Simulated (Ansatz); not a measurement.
Ansatz (a quantum-chemistry and plane-wave program) input:

Ansatz 0.2 input:
```yaml
crystal:
  periodic: [false, false, false]
  atoms:
    - {symbol: C, position_ang: [-1.19152456, -0.66011591, -0.31809549]}
    - {symbol: C, position_ang: [0.00107160, 0.14216123, 0.03476535]}
    - {symbol: C, position_ang: [1.32908237, -0.50957219, 0.07310269]}
    - {symbol: C, position_ang: [-0.15083710, 1.52199758, 0.33014601]}
    - {symbol: O, position_ang: [-1.21764636, 2.13091045, 0.31970876]}
    - {symbol: H, position_ang: [-1.32228579, -1.48881106, 0.38111119]}
    - {symbol: H, position_ang: [-2.07580250, -0.02722788, -0.29761037]}
    - {symbol: H, position_ang: [-1.08300336, -1.09956068, -1.31199428]}
    - {symbol: H, position_ang: [1.56814586, -0.94709784, -0.89876847]}
    - {symbol: H, position_ang: [2.11162453, 0.19525002, 0.34377121]}
    - {symbol: H, position_ang: [1.33025982, -1.33189282, 0.79207728]}
    - {symbol: H, position_ang: [0.78725819, 2.05146599, 0.58379812]}
basis:
  gaussian:
    orbitals: def2-TZVP
hamiltonian:
  xc: b3lyp
  dispersion: d3bj
magnetization: {spin_polarized: true, initial_magnetization: 1}
relax: {f_tol: 0.002, max_steps: 150}
```

Question: What final total energy does it print?

Answer: -231.92971 Eh (B3LYP-D3(BJ)/def2-TZVP). The basis has 197 functions.

It need not be the lowest isomer of its formula.
